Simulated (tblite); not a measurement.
Run record: molecular-dynamics run, `C1C[C@@H](O1)OC(=O)C`.

Computed with GFN2-xTB (tblite), gas phase: Langevin dynamics at 400 K from the optimised GFN2-xTB geometry, time step 0.5 fs, friction 0.01 fs⁻¹, 2000 steps. The command runs a driver script over a list of jobs; the input below is this job's line of settings and its coordinates in Å. «temperature» is in K, «steps» counts time steps and «every» is the stride of the printed frames; «frames» go on to single points.

Command:
```bash
OMP_NUM_THREADS=1 python probes_run.py task.json out
```

Input:
```
{"job": {"kind": "md", "xc": "GFN2-xTB", "basis": "xTB", "temperature": 400, "steps": 2000, "every": 50, "frames": 5}, "charge": 0, "multiplicity": 1}
C      2.892514    -0.102690    -0.072152
C      1.627357     0.419414    -0.693018
O      1.559682     1.049867    -1.710350
O      0.557832     0.069815     0.050233
C     -0.712720     0.558055    -0.322522
C     -1.837736    -0.445275    -0.054404
C     -2.308059     0.583574     0.978276
O     -1.228797     1.462079     0.633177
H      2.666589    -0.895747     0.632794
H      3.377938     0.716906     0.454610
H      3.564779    -0.451843    -0.850983
H     -0.644271     1.000468    -1.324532
H     -2.507457    -0.618808    -0.890890
H     -1.487575    -1.386730     0.358019
H     -3.274783     1.049857     0.777965
H     -2.252891     0.267485     2.022367
```

Output:
```
t/fs     T/K      E/eV
    0.0   325.3   -733.99424
   25.0   188.8   -733.70413
   50.0   242.2   -733.63473
   75.0   236.2   -733.49000
  100.0   337.6   -733.54256
  125.0   306.8   -733.50204
  150.0   279.6   -733.42650
  175.0   327.1   -733.51763
  200.0   244.4   -733.19061
  225.0   282.8   -733.28294
  250.0   376.8   -733.53880
  275.0   266.2   -733.11684
  300.0   441.3   -733.36260
  325.0   492.5   -733.37905
  350.0   495.3   -733.48737
  375.0   442.2   -733.34499
  400.0   430.9   -733.42499
  425.0   435.0   -733.10251
  450.0   253.4   -733.00947
  475.0   415.8   -733.21264
  500.0   560.4   -733.45941
  525.0   419.2   -733.35275
  550.0   460.0   -733.20045
  575.0   473.3   -733.34834
  600.0   318.7   -733.05159
  625.0   477.6   -733.55330
  650.0   312.8   -733.50753
  675.0   414.7   -733.50900
  700.0   419.1   -733.34638
  725.0   493.3   -733.29505
  750.0   410.5   -733.19007
  775.0   670.4   -733.51431
  800.0   477.8   -733.26091
  825.0   433.8   -733.18352
  850.0   386.0   -733.25496
  875.0   309.5   -733.15604
  900.0   397.2   -733.26266
  925.0   324.7   -733.32335
  950.0   432.3   -733.37741
  975.0   435.5   -733.37706
 1000.0   321.7   -733.53868
```

E is the potential energy; T comes from the kinetic energy over all 3N coordinates.

Question: Sum up the printed frames.

Answer: 41 frames over 1000 fs. T runs from 189 K (25 fs) to 670 K (775 fs), with a mean of 385 K over all frames and 426 K from 500 fs on. E starts at -733.994 eV, peaks 0.985 eV above that at 450 fs, and averages 0.658 eV above it from 500 fs on.

Question: Give the last frame.

Answer: 0.49 Å rms from the start after alignment:
```
atom  x, y, z in Å  |  force x, y, z in eV/Å
C1      2.249    0.297    0.752   -0.791   0.216   0.847
C2      0.944    0.981    0.440   -0.451   0.219  -0.091
O3      0.864    2.049   -0.093   -0.295   0.103   0.035
O4     -0.113    0.180    0.727    0.590  -1.331  -0.375
C5     -1.432    0.627    0.564    0.275   0.657   1.623
C6     -2.553   -0.264    1.098    0.091  -0.008   0.327
C7     -2.588    0.719    2.289    0.841  -0.380   0.035
O8     -1.600    1.542    1.624   -1.357   0.672   0.614
H9      2.067   -0.720    0.458    0.448  -0.546   0.226
H10     2.541    0.401    1.827   -0.318  -0.194  -1.030
H11     2.939    0.790    0.106    0.853   0.107  -0.182
H12    -1.574    1.103   -0.361   -0.095   0.559  -1.558
H13    -3.460   -0.385    0.511    0.082   0.580  -0.150
H14    -2.231   -1.254    1.317    0.443  -0.790   0.441
H15    -3.523    1.210    2.532   -0.106   0.276  -0.342
H16    -2.151    0.357    3.242   -0.209  -0.140  -0.418
```

Time: 10 s of wall time; peak memory 0.18 GiB. Hardware: Intel Xeon Platinum 8488C, one thread, shared host with 192 logical CPUs at a one-minute load of 47.
